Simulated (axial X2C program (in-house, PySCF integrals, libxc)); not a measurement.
Nuclear properties of SrI⁺

Computed with an in-house all-electron X2C program for linear molecules (integrals from PySCF): two-component X2C with atomic mean-field Coulomb and Gaunt terms, Gaussian nuclei, basis I dyall-cv3z, Sr dyall-cv3z with contracted cores.

R = 2.837 Å (near the PBE0 minimum at charge 1 of the determinant lowest at the starting distance; the state shown can have its own minimum elsewhere).

Input and command:
```json
{"zs": [53, 38], "q": 1, "bas": ["dyall-cv3z", "dyall-cv3z"], "r0": 3.18, "levels": ["PBE0", "HF", "r2SCAN", "BHandHLYP", "BP86"], "nst": 3}
```
```bash
python soeom.py task.json out
```

Keys: zs atomic numbers; q charge; bas basis sets; r0 starting distance in Å; levels methods; nst determinants followed.

Determinant lowest in the PBE0 search, Ω = 0 (closed shell), highest spinor 84% I p, 9% Sr d, 3% Sr p:

```
    level  qzz I (a.u.)  qzz Sr (a.u.)
     PBE0          1.30          -0.83
       HF          0.67          -0.87
   r2SCAN          0.95          -0.86
BHandHLYP          1.17          -0.86
     BP86          1.28          -0.86
```

qzz is the electric field gradient, eQq0 = 234.96 MHz × Q/barn × qzz. The operators were transformed with the bare-nucleus X2C matrices; with these basis sets, hyperfine constants and field gradients can be off by tens of per cent, and where levels differ in sign neither size nor sign is settled.

Problem. With Q(127I) = -0.68822 barn, Q(87Sr) = 0.305 barn (Q from Pyykkö, Mol. Phys. 2018), turn the PBE0 values of the first state into constants in MHz.

Solution. eQq0(127I) = 234.96 × (-0.68822) × (1.30) = -210 MHz; eQq0(87Sr) = 234.96 × (0.305) × (-0.83) = -59.5 MHz.

Each state is one determinant with collinear spin. The search compared states at one distance, so a state with another bond length can lie lower.
